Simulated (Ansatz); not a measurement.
Cartesian coordinates in Å:
```
S 0.171 0.106 -3.078
B -0.413 0.478 -1.440
B 0.113 -0.374 -0.142
C -0.268 -1.285 0.955
Ge 0.855 0.486 1.498
H -0.423 1.105 -3.754
H -1.140 1.418 -1.297
H -1.291 -1.637 1.080
H 0.434 -1.855 1.562
H 1.805 -0.159 2.514
H 0.156 1.717 2.101
```

Charge 0, multiplicity 1.

**Question.** List the r2SCAN/def2-TZVPP orbital energies in eV (Ansatz 0.2.0). (Estimate.)

**Answer.** The calculation gave: Occupied: -10834.33, -2409.33, -1349.45, -1199.53, -1199.48, -1199.47, -273.24, -213.78, -180.47, -180.30, -167.60, -157.85, -157.72, -157.70, -117.39, -117.24, -117.21, -30.62, -30.57, -30.57, -30.49, -30.45, -19.32, -18.65, -14.04, -13.06, -11.45, -11.03, -10.70, -8.79, -8.57, -7.98, -7.60, -7.05, -5.81. Lowest empty: -2.35, -1.74, -0.82, 0.21, 0.44, 1.50, 2.16, 2.29.
